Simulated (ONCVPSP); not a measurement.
# silicon: ONCV pseudisation with LDA (Perdew-Zunger), scalar-relativistic reference atom.

The input file (ONCVPSP 4.0.1):

```
# ATOM AND REFERENCE CONFIGURATION
# atsym  z   nc   nv     iexc    psfile
  Si 14.00    3    2        3      upf
#
#   n    l    f
    1    0    2.00
    2    0    2.00
    2    1    6.00
    3    0    2.00
    3    1    2.00
#
# PSEUDOPOTENTIAL AND OPTIMIZATION
# lmax
    1
#
#   l,   rc,      ep,       ncon, nbas, qcut
    0    1.50    0.00    3    6    4.90
    1    2.20    0.00    4    7    3.90
#
# LOCAL POTENTIAL
# lloc, lpopt,  rc(5),   dvloc0
    4    2    1.40    6.00
#
# VANDERBILT-KLEINMAN-BYLANDER PROJECTORs
# l, nproj, debl
    0    2    2.40
    1    3    1.60
#
# MODEL CORE CHARGE
# icmod, fcfact, rcfact
    3    3.00    1.65
#
# LOG DERIVATIVE ANALYSIS
# epsh1, epsh2, depsh
   -2.00    5.00    0.02
#
# OUTPUT GRID
# rlmax, drl
    6.00    0.01
#
# TEST CONFIGURATIONS
# ncnf
    4
# nvcnf
#   n    l    f
    2
    3    0    2.00
    3    1    1.00
#
    2
    3    0    2.00
    3    1    0.00
#
    2
    3    0    1.00
    3    1    0.00
#
    2
    3    0    2.00
    3    1    1.50
#
```

Command:

```bash
oncvpsp.x < Si.dat > Si.out
```

Output (shortened: citation, most of the input echo, consistency checks and plot data are left out):

```
ONCVPSP  (Optimized Norm-Conservinng Vanderbilt PSeudopotential)
scalar-relativistic version 4.0.1

#   n    l    f        energy (Ha)
    1    0    2.00    -6.5357528E+01
    2    0    2.00    -5.0983852E+00
    2    1    6.00    -3.5132518E+00
    3    0    2.00    -3.9999499E-01
    3    1    2.00    -1.5319675E-01

Reference configufation results
  iterations    24
  all-electron total energy (Ha)   -2.88819811D+02

Begin loop to  construct optimized pseudo wave functions
and semi-local pseudopoentials for all angular momenta

   Wellstate for l =  0  n =  5
     eigenvalue =   2.0000
     asymptotic potential =   2.5000
     half-point radius =  3.8047

Calculating optimized projector #   1

 for l=   0

    Fraction of norm inside rc  0.217615
    Optimizing pswf for qcut=   4.90 a_B^-1,  ecut=  12.01 Ha
    Residual kinetic energy error=  2.63D-05 Ha

    Energy error per electron        Cutoff
         Ha          eV             Ha
         0.01000     0.27211        5.48
         0.00100     0.02721        8.27
         0.00010     0.00272       10.59
         0.00001     0.00027       37.20

Calculating optimized projector #   2

 for l=   0

    Fraction of norm inside rc  0.100397
    Optimizing pswf for qcut=   4.90 a_B^-1,  ecut=  12.01 Ha
    Residual kinetic energy error=  1.72D-03 Ha

    Energy error per electron        Cutoff
         Ha          eV             Ha
         0.01000     0.27211        7.28
         0.00100     0.02721       28.17
         0.00010     0.00272       62.64

   Wellstate for l =  1  n =  5
     eigenvalue =   1.4468
     asymptotic potential =   1.9468
     half-point radius =  4.8243

   Wellstate for l =  1  n =  6
     eigenvalue =   3.0468
     asymptotic potential =   3.5468
     half-point radius =  4.4283

Calculating optimized projector #   1

 for l=   1

    Fraction of norm inside rc  0.360493
    Optimizing pswf for qcut=   3.89 a_B^-1,  ecut=   7.58 Ha
    Residual kinetic energy error=  4.06D-05 Ha

    Energy error per electron        Cutoff
         Ha          eV             Ha
         0.01000     0.27211        2.13
         0.00100     0.02721        3.21
         0.00010     0.00272        4.47
         0.00001     0.00027       21.46

Calculating optimized projector #   2

 for l=   1

    Fraction of norm inside rc  0.138617
    Optimizing pswf for qcut=   3.89 a_B^-1,  ecut=   7.58 Ha
    Residual kinetic energy error=  2.05D-04 Ha

    Energy error per electron        Cutoff
         Ha          eV             Ha
         0.01000     0.27211        3.46
         0.00100     0.02721        4.22
         0.00010     0.00272        9.36
         0.00001     0.00027       24.56

Calculating optimized projector #   3

 for l=   1

    Fraction of norm inside rc  0.139070
    Optimizing pswf for qcut=   3.89 a_B^-1,  ecut=   7.58 Ha
    Residual kinetic energy error=  2.28D-03 Ha

    Energy error per electron        Cutoff
         Ha          eV             Ha
         0.01000     0.27211        5.54
         0.00100     0.02721        8.64
         0.00010     0.00272       31.92
         0.00001     0.00027       53.67

Construct Vanderbilt / Kleinmman-Bylander projectors

B matrix Hermiticity error, ll=   0
   1   2   -9.9779E-05

  Orthonormal projector coefficients  4.5238E+00 -3.0577E+00

B matrix Hermiticity error, ll=   1
   1   2   -4.8939E-05
   1   3    6.5612E-05
   2   3    5.5168E-05

  Orthonormal projector coefficients -2.9588E+00  1.6600E+00  3.6864E-01

Model core correction analysis
  based on d2Exc/dn_idn_j

d2excae - all-electron derivatives

   -3.429818D-02   -2.706813D-02
   -2.706948D-02   -2.627601D-02

d2excps - pseudofunction derivatives with no core correction

   -3.976764D-02   -3.003528D-02
   -3.003848D-02   -2.785622D-02

rms 2nd derivative error    3.536627E-03

rmatch, rhocmatch    1.1982    0.6823

Teter function model core charge with specified parameters

d2excps - pseudofunction derivatives with core correction

   -3.322342D-02   -2.633040D-02
   -2.633085D-02   -2.571546D-02

rms 2nd derivative error    7.998685E-04

Pseudoatom total energy   -3.810768

Diagnostic tests using Vanderbilt-Kleinman-Bylander pseudopotentials
  1 or more projectors used as specified by nproj input data

   l    rcore       rmatch      e in        delta e   norm test  slope test

   0   1.5039994   1.5496640  -0.3999950  -0.0000171   0.9999844   1.0001300
   0   1.5039994   1.5496640   2.0000050   0.0002469   1.0001726   1.0001726

   1   2.2055577   2.2725232  -0.1531968  -0.0000002   1.0000193   1.0000404
   1   2.2055577   2.2725232   1.4468032   0.0000042   1.0001153   1.0001153
   1   2.2055577   2.2725232   3.0468032   0.0000481   1.0001491   1.0001491

 Testing for bound ghosts
   n   l    E NL Schr. Eq   E Basis Diag.   E Cutoff

   1   0       -0.400012       -0.378863     54.89

   2   1       -0.153197       -0.146716     61.90

 Testing for highly-localized positive-energy ghosts
       l    <radius>/rc     E Basis Diag.   E Cutoff

Test configuration 0

   n   l     f        eae           eps        diff
   1   0  2.0000  -65.35752805
   2   0  2.0000   -5.09838519
   2   1  6.0000   -3.51325180
   3   0  2.0000   -0.39999499   -0.40001207   -1.71D-05
   3   1  2.0000   -0.15319675   -0.15319696   -2.09D-07

    Total energies and differences
      AE_ref= -2.88819811D+02  AE_tst= -2.88819811D+02  dif=  0.00D+00
      PS_ref= -3.81076789D+00  PS_tst= -3.81076789D+00  dif=  0.00D+00
      PSP excitation error=  0.00D+00

Test configuration 1

   n   l     f        eae           eps        diff
   1   0  2.0000  -65.71388127
   2   0  2.0000   -5.44770713
   2   1  6.0000   -3.86318355
   3   0  2.0000   -0.70222983   -0.70254103   -3.11D-04
   3   1  1.0000   -0.43192223   -0.43214860   -2.26D-04

    Total energies and differences
      AE_ref= -2.88819811D+02  AE_tst= -2.88532098D+02  dif=  2.88D-01
      PS_ref= -3.81076789D+00  PS_tst= -3.52295780D+00  dif=  2.88D-01
      PSP excitation error= -9.69D-05

Test configuration 2

   n   l     f        eae           eps        diff
   1   0  2.0000  -66.16430778
   2   0  2.0000   -5.88232286
   2   1  6.0000   -4.29903749
   3   0  2.0000   -1.05341640   -1.05476294   -1.35D-03

    Total energies and differences
      AE_ref= -2.88819811D+02  AE_tst= -2.87939914D+02  dif=  8.80D-01
      PS_ref= -3.81076789D+00  PS_tst= -2.93016443D+00  dif=  8.81D-01
      PSP excitation error= -7.07D-04

Test configuration 3

   n   l     f        eae           eps        diff
   1   0  2.0000  -66.74342980
   2   0  2.0000   -6.43630216
   2   1  6.0000   -4.85396120
   3   0  1.0000   -1.45878504   -1.46414379   -5.36D-03

    Total energies and differences
      AE_ref= -2.88819811D+02  AE_tst= -2.86685117D+02  dif=  2.13D+00
      PS_ref= -3.81076789D+00  PS_tst= -1.67241881D+00  dif=  2.14D+00
      PSP excitation error= -3.66D-03

Test configuration 4

   n   l     f        eae           eps        diff
   1   0  2.0000  -65.52292698
   2   0  2.0000   -5.26123555
   2   1  6.0000   -3.67633587
   3   0  2.0000   -0.54371796   -0.54382801   -1.10D-04
   3   1  1.5000   -0.28532372   -0.28539114   -6.74D-05

    Total energies and differences
      AE_ref= -2.88819811D+02  AE_tst= -2.88710855D+02  dif=  1.09D-01
      PS_ref= -3.81076789D+00  PS_tst= -3.70179283D+00  dif=  1.09D-01
      PSP excitation error= -1.95D-05
```

The run took about 2.9 s on one core of a shared server CPU.
